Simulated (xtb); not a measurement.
Job for xtb: GFN1-xTB on ClHPbS (SMILES [SH][Pb][Cl]), a point of a torsion scan.

```
$ xtb mol.xyz --gfn 1 --sp --chrg 0 --uhf 0
4

S     -1.53886597     0.41342876    -0.21506110
Pb     0.81538600     1.24977724    -0.54241507
Cl     1.98840236    -0.94742748    -0.67795980
H     -1.29130463    -0.72366051     0.40740135
```

It printed:

```
[...]
           -------------------------------------------------
          |                Calculation Setup                |
           -------------------------------------------------



           -------------------------------------------------
          |                 G F N 1 - x T B                 |
           -------------------------------------------------

        Reference                      10.1021/acs.jctc.7b00118
      * Hamiltonian:
        H0-scaling (s, p, d)           1.850000    2.250000    2.000000
        zeta-weighting                 0.000000
      * Dispersion:
        s8                             2.400000
        a1                             0.630000
        a2                             5.000000
        s9                             0.000000
      * Repulsion:
        kExp                           1.500000
        rExp                           1.000000
      * Coulomb:
        alpha                          2.000000
        third order                    atomic
        anisotropic                    false
      * Halogen bond correction:
        rad-scale                      1.300000
        damping                        0.440000


          ...................................................
          :                      SETUP                      :
          :.................................................:
          :  # basis functions                  26          :
          :  # atomic orbitals                  24          :
          :  # shells                           10          :
          :  # electrons                        18          :
          :  # halogen bonds                     1          :
          :  max. iterations                   250          :
          :  Hamiltonian                  GFN1-xTB          :
          :  restarted?                      false          :
          :  GBSA solvation                  false          :
          :  PC potential                    false          :
          :  electronic temp.          300.0000000     K    :
          :  accuracy                    1.0000000          :
          :  -> integral cutoff          0.2500000E+02      :
          :  -> integral neglect         0.1000000E-07      :
          :  -> SCF convergence          0.1000000E-05 Eh   :
          :  -> wf. convergence          0.2000000E-04 e    :
          :  Broyden damping             0.4000000          :
          :  net charge                          0          :
          :  unpaired electrons                  0          :
          ...................................................

 iter      E             dE          RMSdq      gap      omega  full diag
   1    -10.2051545 -0.102052E+02  0.328E+00    2.55       0.0  T
   2    -10.2081588 -0.300435E-02  0.253E+00    3.06       1.0  T
   3    -10.2041508  0.400802E-02  0.874E-01    2.48       1.0  T
   4    -10.2102396 -0.608884E-02  0.540E-01    2.95       1.0  T
   5    -10.2106957 -0.456090E-03  0.331E-02    2.83       1.5  T
   6    -10.2106967 -0.946073E-06  0.817E-03    2.83       6.1  T
   7    -10.2106968 -0.134204E-06  0.308E-03    2.83      16.2  T
   8    -10.2106968 -0.120044E-07  0.301E-04    2.83     166.1  T
   9    -10.2106968 -0.120277E-09  0.138E-05    2.83    3617.7  T
  10    -10.2106968  0.127898E-12  0.800E-06    2.83    6252.6  T

   *** convergence criteria satisfied after 10 iterations ***

         #    Occupation            Energy/Eh            Energy/eV
      -------------------------------------------------------------
         1        2.0000           -0.8530595             -23.2129
       ...           ...                  ...                  ...
         3        2.0000           -0.7205491             -19.6071
         4        2.0000           -0.4998265             -13.6010
         5        2.0000           -0.4559713             -12.4076
         6        2.0000           -0.4506747             -12.2635
         7        2.0000           -0.4498452             -12.2409
         8        2.0000           -0.4046413             -11.0109
         9        2.0000           -0.3915723             -10.6552 (HOMO)
        10                         -0.2874545              -7.8220 (LUMO)
        11                         -0.1622641              -4.4154
        12                         -0.1269474              -3.4544
        13                         -0.1079680              -2.9380
        14                         -0.0405521              -1.1035
       ...                                ...                  ...
        24                          0.4964434              13.5089
      -------------------------------------------------------------
                  HL-Gap            0.1041178 Eh            2.8332 eV
             Fermi-level           -0.3395134 Eh           -9.2386 eV

 SCC (total)                   0 d,  0 h,  0 min,  0.005 sec
 SCC setup                      ...        0 min,  0.000 sec (  1.835%)
 Dispersion                     ...        0 min,  0.000 sec (  0.729%)
 classical contributions        ...        0 min,  0.000 sec (  0.375%)
 integral evaluation            ...        0 min,  0.001 sec ( 23.583%)
 iterations                     ...        0 min,  0.002 sec ( 41.836%)
 molecular gradient             ...        0 min,  0.001 sec ( 28.466%)
 printout                       ...        0 min,  0.000 sec (  2.956%)

         :::::::::::::::::::::::::::::::::::::::::::::::::::::
         ::                     SUMMARY                     ::
         :::::::::::::::::::::::::::::::::::::::::::::::::::::
         :: total energy             -10.196448276217 Eh    ::
         :: gradient norm              0.012655877433 Eh/a0 ::
         :: HOMO-LUMO gap              2.833190390358 eV    ::
         ::.................................................::
         :: SCC energy               -10.210696832522 Eh    ::
         :: -> electrostatic           0.044304760711 Eh    ::
         :: repulsion energy           0.015771679575 Eh    ::
         :: dispersion energy         -0.001523123270 Eh    ::
         :: halogen bond corr.         0.000000000000 Eh    ::
         :: add. restraining           0.000000000000 Eh    ::
         :: total charge              -0.000000000000 e     ::
         :::::::::::::::::::::::::::::::::::::::::::::::::::::

           -------------------------------------------------
          |                Property Printout                |
           -------------------------------------------------

    * Orbital Energies and Occupations

         #    Occupation            Energy/Eh            Energy/eV
      -------------------------------------------------------------
         1        2.0000           -0.8530595             -23.2129
         2        2.0000           -0.8229236             -22.3929
         3        2.0000           -0.7205491             -19.6071
         4        2.0000           -0.4998265             -13.6010
         5        2.0000           -0.4559713             -12.4076
         6        2.0000           -0.4506747             -12.2635
         7        2.0000           -0.4498452             -12.2409
         8        2.0000           -0.4046413             -11.0109
         9        2.0000           -0.3915723             -10.6552 (HOMO)
        10                         -0.2874545              -7.8220 (LUMO)
        11                         -0.1622641              -4.4154
        12                         -0.1269474              -3.4544
        13                         -0.1079680              -2.9380
        14                         -0.0405521              -1.1035
        15                          0.0084814               0.2308
        16                          0.0103615               0.2820
Note: The following floating-point exceptions are signalling: IEEE_DENORMAL
normal termination of xtb
        17                          0.0110361               0.3003
        18                          0.0121582               0.3308
        19                          0.0127221               0.3462
        20                          0.0152500               0.4150
       ...                                ...                  ...
        24                          0.4964434              13.5089
      -------------------------------------------------------------
                  HL-Gap            0.1041178 Eh            2.8332 eV
             Fermi-level           -0.3395134 Eh           -9.2386 eV

  Mulliken/CM5 charges         n(s)   n(p)   n(d)
     1S    -0.32538 -0.42089   1.924  4.410 -0.009
     2Pb    0.67164  0.71192   1.970  1.358  0.000
     3Cl   -0.48105 -0.49611   1.964  5.523 -0.005
     4H     0.13478  0.20508   0.865  0.000  0.000

Wiberg/Mayer (AO) data.
largest (>0.10) Wiberg bond orders for each atom

 ---------------------------------------------------------------------------
     #   Z sym  total        # sym  WBO       # sym  WBO       # sym  WBO
 ---------------------------------------------------------------------------
     1  16 S    2.178 --     2 Pb   1.172     4 H    0.970
     2  82 Pb   1.988 --     1 S    1.172     3 Cl   0.804
     3  17 Cl   0.845 --     2 Pb   0.804
     4   1 H    0.988 --     1 S    0.970
 ---------------------------------------------------------------------------

Topologies differ in total number of bonds
Writing topology from bond orders to xtbtopo.mol

 dipole moment from electron density (au)
     X       Y       Z
  -0.0285   2.0763   0.2288  total (Debye):    5.310


           -------------------------------------------------
          | TOTAL ENERGY              -10.196448276217 Eh   |
          | GRADIENT NORM               0.012655877433 Eh/α |
          | HOMO-LUMO GAP               2.833190390358 eV   |
           -------------------------------------------------

------------------------------------------------------------------------
------------------------------------------------------------------------
 total:
 SCF:
```

The run finished.

Cost: about 0.03 core-seconds (a rough figure).
